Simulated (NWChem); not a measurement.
Species: CAuFO; SMILES [O+]#[C-]->[Au][F]

Computed with NWChem. The geometry was optimised at PBE0/def2-SVP. def2 effective core potentials on Au; no spin-orbit coupling. Level M06-L/def2-SVP: energy and gradient on several grids; changes count from the extra-fine grid, which is no exact limit either.

```json
[
 {"grid": "xcoarse", "size of the energy change (μHa)": "10000", "largest change of a gradient component (μHa/bohr)": "10000"},
 {"grid": "coarse", "size of the energy change (μHa)": "500", "largest change of a gradient component (μHa/bohr)": "800"},
 {"grid": "medium", "size of the energy change (μHa)": "60", "largest change of a gradient component (μHa/bohr)": "300"},
 {"grid": "fine", "size of the energy change (μHa)": "< 10", "largest change of a gradient component (μHa/bohr)": "300"},
 {"grid": "xfine", "size of the energy change (μHa)": "< 10", "largest change of a gradient component (μHa/bohr)": "< 30"}
]
```
